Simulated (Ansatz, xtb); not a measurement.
**C3H4Br2: 3 structures ranked**

3 gas-phase structures of C3H4Br2, from a drawn sample of its isomers (lower ones may exist). Each was relaxed with GFN2-xTB:

A. `BrC1(Br)CC1`, a singlet
B. `Br[C@@H]1C[C@H]1Br`, a singlet
C. `Br[C@@H]1C[C@@H]1Br`, a singlet

Task: Which do you expect lowest at r2SCAN-D4/def2-SVP, and how would the others follow?

Result: Calculated order at r2SCAN-D4/def2-SVP: B (0.0), C (2.3), A (2.5) kcal/mol. Less than 1 kcal/mol parts C and A, so the order within that pair means little.

Energies above the lowest of each column, in kcal/mol; the last columns are at PBE-D3(BJ)/def2-SVP geometries:

```json
{"structure": "B", "GFN2-xTB": "0.0", "HF/STO-3G": "0.0", "r2SCAN-D4/def2-SVP": "0.0", "PBE-D3(BJ)/def2-SVP": "0.0", "CCSD(T)/def2-SVP + ΔMP2/def2-TZVPP": "0.0"}
{"structure": "C", "GFN2-xTB": "2.3", "HF/STO-3G": "1.1", "r2SCAN-D4/def2-SVP": "2.3", "PBE-D3(BJ)/def2-SVP": "1.7", "CCSD(T)/def2-SVP + ΔMP2/def2-TZVPP": "1.9"}
{"structure": "A", "GFN2-xTB": "2.4", "HF/STO-3G": "1.3", "r2SCAN-D4/def2-SVP": "2.5", "PBE-D3(BJ)/def2-SVP": "2.4", "CCSD(T)/def2-SVP + ΔMP2/def2-TZVPP": "2.2"}
```

Every level run on B puts it lowest or level with the lowest. ΔMP2 is the change of the MP2 energy from the smaller to the larger basis.

Programs: Ansatz 0.2.0, xtb 6.7.1.
